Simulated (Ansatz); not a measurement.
The first iterations of a band of BFH$_{3}$NO (7 atoms, charge 0, multiplicity 1).

Theory: Ansatz 0.2.0, RKS PBE-D4/def2-SVP.

- movable images: 5
- climbing image: yes
- spring: 5.0 eV/Å²
- optimiser: quadratic models (default)
- start path: IDPP
- force threshold: 0.05 eV/Å
- iteration limit: 60
- end points: relaxed

Image 0:

```xyz
7
Properties=species:S:1:pos:R:3
N -0.531 0.756 -0.029
B 0.042 -0.515 -0.291
O 1.116 -1.060 0.368
F -0.500 -1.271 -1.269
H -1.330 1.091 -0.565
H -0.209 1.409 0.681
H 1.472 -0.479 1.060
```

Image 6:

```xyz
7
Properties=species:S:1:pos:R:3
N -0.716 0.792 -0.173
B 0.132 -0.332 -0.095
O 1.157 -0.382 0.819
F -0.070 -1.381 -0.936
H -0.606 1.601 0.434
H -1.481 0.854 -0.840
H 1.645 -1.220 0.745
```

| iteration | highest image above the first end (eV) | largest band force component (eV/Å) |
| --- | --- | --- |
| 1 | 1.246 | 1.150 |
| 2 | 1.202 | 1.025 |
| 3 | 1.004 | 0.820 |
| 4 | 0.706 | 1.123 |
| 5 | 0.549 | 0.803 |
| 6 | 0.447 | 0.368 |

Question: Does the band converge within its limit, and where does its top end?

Answer: The run converged. It ended after 18 iterations with the highest image 0.478 eV above the first end. The profile has 2 maxima (images 2, 5) with wells between them (image 4): this band takes more than one step, which may be the mechanism or a detour left from its start path. A vibrational analysis at the climbing image gives one clearly imaginary mode, 353i cm⁻¹: a first-order saddle point.

The run took 2.4 min on 1 thread of Intel(R) Xeon(R) Platinum 8488C (Sapphire Rapids), with other jobs on the host, peak memory 0.24 GiB.
